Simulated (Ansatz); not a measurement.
Reaction (germylene formation by 1,1-elimination): `C#[C][Ge]([F])([F])[Cl]` → `[F][Ge][Cl]` + `C#CF`

Calculated with Ansatz (gas phase, PBE0-D4/def2-TZVP geometries, no zero-point term in ΔE). CBS: MP2 limit from def2 TZ/QZ plus the TZ coupled-cluster correction, frozen cores. This one scheme is used for every species. Functionals use def2-TZVPP. B3LYP here is the variant with VWN-RPA as its local correlation; programs differ in this. For Ge outer-core shells are correlated without core-valence functions, which leaves a few kJ/mol of doubt a bond. Scalar relativity is left out up to krypton.

```csv
level,ΔE (kJ/mol)
LDA (SPW92),227.6
B2PLYP,243.6
B3LYP,206.8
r2SCANh,255.6
```

**Question.** What does CCSD(T)/CBS give? (An estimate is asked.)

**Answer.** The calculation gave: +258.9 kJ/mol. The listed levels differ from it by -31.3, -15.3, -52.1, -3.3 kJ/mol.

Largest T1 diagnostic among the species: 0.014.

From BLYP to BHLYP (50 % exact exchange), in def2-TZVPP and without D4, ΔE moves by +61.4 kJ/mol. At CCSD(T), def2-SVP lies −3.0 kJ/mol from the extrapolated value and def2-TZVPP +19.2 kJ/mol.
